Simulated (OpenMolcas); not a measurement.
## Ru4+: moving the ligands

Ru4+ with 6 ligands (fluoride) in octahedral coordination (Oh) at 1.93 Å. A charge of +0.333 e stands 2.6 Å behind each ligand. Ligand basis ANO-RCC-VDZP.
```
Ru    0.0000    0.0000    0.0000
F     1.9300    0.0000    0.0000
F     0.0000    1.9300    0.0000
F    -1.9300    0.0000    0.0000
F     0.0000   -1.9300    0.0000
F     0.0000    0.0000    1.9300
F     0.0000    0.0000   -1.9300
```

```
Program             : OpenMolcas 26.06
Method              : SS-CASPT2, IPEA 0.25 Eh, imaginary shift 0.1 Eh (closed shells correlated: 4s 4p and the ligand valence shells)
Basis               : ANO-RCC-VDZP [6s5p3d1f]
Scalar Hamiltonian  : DKH2, point nucleus
Active space        : 4 electrons in 5 orbitals (4d)
State averaging     : 2S+1 = 5 even, 5 roots; 2S+1 = 3 even, 45 roots; 2S+1 = 1 even, 50 roots
Spin-orbit coupling : state interaction with AMFI integrals over the reference wave functions
```

Runs around this geometry, states (labels of O, the rotations of Oh). Energies in cm-1 above the lowest state or level, χT in cm3 K/mol; under a threefold ground state the first gap can be a small split of the lowest multiplet, not the spin-orbit step.

```tsv
R (Å)	Ground state	First state of that spin	First gap with spin-orbit (degeneracies)	χT at 300 K	First state of another spin
1.88	3T1	3E 28320	820 (1, 3)	0.985	1T2 6880
1.93	3T1	3E 25270	830 (1, 3)	0.972	1T2 6790
1.99	3T1	3E 22240	850 (1, 3)	0.957	1T2 6650
```

Taking the first state of the same spin as R^-n, n = -ln(22240 / 28320) / ln(1.99 / 1.88) = 4.3 between the shortest and longest distance.

Roots that are degenerate in the reference are averaged as groups; the widest CASPT2 spread within a group is 980 cm-1 (the 3-fold group of multiplicity 3 near 56600 cm-1 above the lowest state of its run, R = 1.93). Shifts and gaps below about the spread of the groups concerned are not significant. Over all roots computed the reference weight is 0.67 to 0.70 in R = 1.88, 0.67 to 0.70 in R = 1.93, 0.66 to 0.69 in R = 1.99; a low but even weight reflects the number of correlated electrons. An orbital triplet at a regular site is open to Jahn-Teller coupling, which can distort the site and quench the lowest spin-orbit gaps and is left out. Ligand-to-metal charge-transfer states are missing. With no ligand orbital active B as a rule stays too high, so bands that hang on it stand too high and its fall with covalency is understated. With one d shell and no ligand orbital active, 10Dq can be off by a tenth or more. The least metal-like active orbital is 74 % on the metal (Löwdin) and no ligand orbital is active, so the numbers are rough (holds for R = 1.88). This shell can be high or low spin here, a state of another spin lies low, and with metal d orbitals alone active their balance is uncertain, so the ground spin may be wrong, although the usual error favours high spin (holds for R = 1.93; R = 1.99). The least metal-like active orbital is 75 % on the metal (Löwdin) and no ligand orbital is active, so the numbers are rough (holds for R = 1.93; R = 1.99). These CASPT2 states fit no ligand-field parameters well, so their order and spin gaps are uncertain (holds for R = 1.99). No measured value stands beside these numbers; the geometry was imposed, not optimised, and the real ion may take another.
